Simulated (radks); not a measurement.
The nuclear charge of the terbium ion Tb+ is varied continuously with 64 electrons held in [Xe] 4f9 6s1. Method: scalar-relativistic Kohn-Sham, r2SCAN, spin-unpolarised, spherical densities, finite nucleus; meta-GGA in the generalised Kohn-Sham scheme; Fermi nuclear charge, rms radius 5.06 fm; computed with a radial shooting solver on a logarithmic mesh with Libxc functionals. By the Hellmann-Feynman theorem dE/dZ = E(electron-nucleus)/Z, the electronic potential at the nucleus (averaged over a nucleus of fixed radius). The scalar-relativistic energy here is not variational (the density holds large components alone), so the two differ by a part that grows with Z.

\begin{tabular}{lrrrrr}
Z & E (hartree) & E(electron-nucleus)/Z (hartree) & HOMO & e(HOMO) (eV) & <r> HOMO (bohr) \\ \hline
64.5 & -11488.9520 & -435.001 & 4f & -2.641 & 0.9769 \\
65 & -11708.9787 & -439.981 & 6s & -8.607 & 3.856 \\
65.5 & -11931.5270 & -444.945 & 6s & -12.288 & 3.548 \\
66 & -12156.5948 & -449.909 & 6s & -16.351 & 3.306 \\
\end{tabular}

The central difference of E at Z = 65 is -442.575 hartree, to compare with the third column; the second derivative is -10.1 hartree. No converged solution with all levels bound was reached at Z = 64.
